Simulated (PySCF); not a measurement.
# Correlation energy of Sn+ (tin, charge +1)

[Kr] 4d10 5s2 5p1, 2P determinant. Computed with PySCF 2.14 in aug-cc-pVDZ-PP with ECP28MDF (5s4p3d, 32 functions), with scalar relativity through the core potential. Frozen: 4s2 4p6 4d10; 3 electrons correlated.

MP2 pair energies summed by pair of shells (mhartree):

```json
{"pair": "5s-5s", "energy": "-15.92", "share (%)": "59.2"}
{"pair": "5s-5p", "energy": "-10.96", "share (%)": "40.8"}
```

Total MP2 correlation energy: -26.88 mhartree.

Same-spin part -1.89 and opposite-spin part -25.00 mhartree; SCS-MP2 scales them by 1/3 and 6/5 to -30.62 mhartree.

```tsv
level	correlation energy (mhartree)
CCSD	-40.07
(T)	-0.39
CCSD(T)	-40.46
```

Diagnostics: T1 = 0.0098, D1 = 0.0237, largest double amplitude 0.095.

Cost of the coupled-cluster step: 0.18 s of wall time on 1 thread of Neoverse-V1 (shared host), for 3 correlated electrons.
